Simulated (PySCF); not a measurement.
**GeFCl + HF → GeF₂ + HCl**

Level: PBE0 in the def2-TZVP basis family, all electrons, no relativity, computed in PySCF with density fitting; open shells unrestricted.

| species | state and structure | E (Eh) | ZPE (kJ/mol) | H(298 K) − H(0) (kJ/mol) | S° (J/(mol K)) |
| --- | --- | --- | --- | --- | --- |
| GeFCl | singlet, Cs, Ge–Cl 2.180 Å, Ge–F 1.748 Å; Cl–Ge–F 98.3° | -2636.68096 | 7.7 | 12.5 | 289.2 |
| HF | singlet, C∞v, H–F 0.920 Å | -100.39188 | 24.9 | 8.7 | 173.6 |
| GeF₂ | singlet, C2v, Ge–F 1.745 Å (×2); F–Ge–F 97.1° | -2276.40758 | 9.7 | 11.8 | 271.2 |
| HCl | singlet, C∞v, H–Cl 1.279 Å | -460.66440 | 17.9 | 8.7 | 186.6 |

Problem. What is the electronic reaction energy?

Solution. At PBE0/def2-TZVP, ΔE = 2.3 kJ/mol from the differences of the total energies times 2625.5, uphill. Ligand exchange with HF takes part in thermal etching.

Problem. Add zero-point, thermal and entropy terms for 298.15 K and 1 bar.

Solution. ΔZPE = -5.0 and Δ[H(298) − H(0)] = -0.7 kJ/mol give ΔH° = -3.4 kJ/mol. ΔS° = -5.0 J/(mol K), so ΔG° = -3.4 − 298.15 × (-0.0050) = -2 kJ/mol and log₁₀K = 0.3.

Only the bonding shown was studied: isomers, or loss of a ligand pair, can lie lower.
